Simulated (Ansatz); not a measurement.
System: chloro(dimethoxy)borane, C2H6BClO2, charge 0, multiplicity 1. SMILES: COB(Cl)OC
Structure (B3LYP-D3(BJ)/def2-TZVP (Ansatz, a first-principles code) minimum search):
```
B
O 1 1.3469
O 1 1.3469 2 118.24
C 3 1.4227 1 124.35 2 180.00
H 4 1.0879 3 106.98 1 180.00
H 4 1.0910 5 109.48 3 -120.32
H 4 1.0910 5 109.48 6 -119.35
C 2 1.4227 1 124.35 3 -180.00
H 8 1.0879 2 106.98 1 180.00
H 8 1.0910 9 109.48 2 -120.32
H 8 1.0910 9 109.48 10 -119.35
Cl 1 1.8006 2 120.88 8 0.00
```
Charge 0, spin multiplicity 1.

Wanted: vertical triplet-singlet gap (E(triplet) - E(singlet); each state is the SCF solution reached for its spin; the UHF <S^2> is 2.14 for the triplet (pure: 2.00); for the triplet the Hartree-Fock reference is unstable and T1 is 0.041), in kcal/mol. Cores are frozen in the correlated levels unless marked. Open shells are spin-unrestricted. Spin-orbit coupling is left out. Non-relativistic. 

```csv
level,program,vertical triplet-singlet gap (kcal/mol)
HF/aug-cc-pV(Q+d)Z,Ansatz,172.8
PBE/def2-TZVPD,Ansatz,152.9
r2SCAN/def2-TZVPD,Ansatz,158.9
B3LYP/def2-TZVPD,Ansatz,164.7
PBE0/def2-TZVPD,Ansatz,165.1
BHLYP/def2-TZVPD,Ansatz,175.9
CAM-B3LYP/def2-TZVPD,Ansatz,171.6
CCSD/aug-cc-pV(D+d)Z,Ansatz,181.9
CCSD(T)/aug-cc-pV(D+d)Z,Ansatz,177.9
```
